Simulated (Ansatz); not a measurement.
Species: silicon monosulfide triplet, SiS, net charge 0, triplet state. This is an excited triplet: at this geometry the singlet lies 2.49 eV lower at CCSD(T)/CBS(aug-cc-pV(T+d)Z,aug-cc-pV(Q+d)Z). 
Structure (B3LYP-D3(BJ)/def2-TZVP (Ansatz, a program for electronic structure) minimum search):
SMILES: [Si]=S
```xyz
2

Si     0.0000     0.0000    -1.1689
S      0.0000     0.0000     1.0227
```
Charge 0, spin multiplicity 3.

Basis-set convergence of Hartree-Fock and CCSD(T) correlation energies (hartree) with Ansatz. Valence correlation only, unless marked. Open shells are spin-unrestricted. Spin-orbit coupling is left out. No relativistic terms.

| basis | functions | E(HF) | E(corr, CCSD(T)) |
|---|---|---|---|
| def2-SVP | 36 | -686.18432 | -0.19560 |
| def2-TZVPP | 84 | -686.42307 | -0.25997 |
| def2-QZVPP | 140 | -686.44245 | -0.27817 |

Extrapolating the two largest sets (X = 3 and 4) as X^-3: E(corr) = (64·(-0.27817) - 27·(-0.25997))/37 = -0.2915 Eh, an estimate of the basis-set limit. The largest set recovers 95.4 % of it, the smallest 67.1 %.
